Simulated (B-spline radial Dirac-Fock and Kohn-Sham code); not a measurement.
# How the levels of cerium move as electrons are removed

Method: multi-electron Dirac-Fock with separately optimised hole states, Breit and Lamb-shift corrections added in first order. Computed with a radial atomic solver. Each ion is free and in its tabulated ground configuration. No correlation.

Reference: Ce⁵⁺, [Kr] 4d10 5s2 5p5, with L2 (2p1/2) 6239.8 eV, L3 (2p3/2) 5798.8 eV, M2 (3p1/2) 1352.0 eV, N4 (4d3/2) 184.2 eV, N5 (4d5/2) 180.8 eV, Kα1 (K-L3) 34716.2 eV, Kβ1 (K-M3) 39251.3 eV, Lℓ (L3-M1) 4281.8 eV. Shifts from it, in eV (a dash: the subshell is empty, belongs to an open shell averaged over j, or its hole state is left out as unreliable):

```tsv
ion	configuration	L2 (2p1/2)	L3 (2p3/2)	M2 (3p1/2)	N4 (4d3/2)	N5 (4d5/2)	Kα1	Kβ1	Lℓ
Ce⁶⁺	[Kr] 4d10 5s2 5p4	+17.7	+17.7	+17.3	+16.6	+16.6	+0.37	+0.74	+0.30
Ce⁷⁺	[Kr] 4d10 5s2 5p3	+36.1	+36.1	+35.3	+33.9	+33.8	+0.76	+1.55	+0.68
Ce⁸⁺	[Kr] 4d10 5s2 5p2	+55.5	+55.4	+54.2	+51.7	+51.7	+1.20	+2.47	+1.12
Ce⁹⁺	[Kr] 4d10 5s2 5p1	+75.5	+75.4	+73.7	+70.1	+70.1	+1.70	+3.52	+1.61
Ce¹⁰⁺	[Kr] 4d10 5s2	?	?	?	?	?	?	?	?
Ce¹¹⁺	[Kr] 4d10 5s1	+118.8	+118.7	+115.8	+109.7	+109.6	+2.63	+5.63	+3.09
Ce¹²⁺	[Kr] 4d10	+142.0	+141.8	+138.4	+130.8	+130.6	+3.33	+6.96	+3.77
Ce¹³⁺	[Kr] 4d9	+180.5	+180.3	+174.9	–	–	+3.24	+8.92	+5.76
```

**Question.** Give the missing shifts for Ce¹⁰⁺.

**Answer.** L2 (2p1/2) +96.3, L3 (2p3/2) +96.2, M2 (3p1/2) +93.9, N4 (4d3/2) +89.1, N5 (4d5/2) +89.0, Kα1 +2.26, Kβ1 +4.68, Lℓ +2.17 (eV).

Over this range L2 (2p1/2) moves by +180.5 eV and Kα1 by +3.2 eV: a line is a difference of two levels that shift in the same direction.
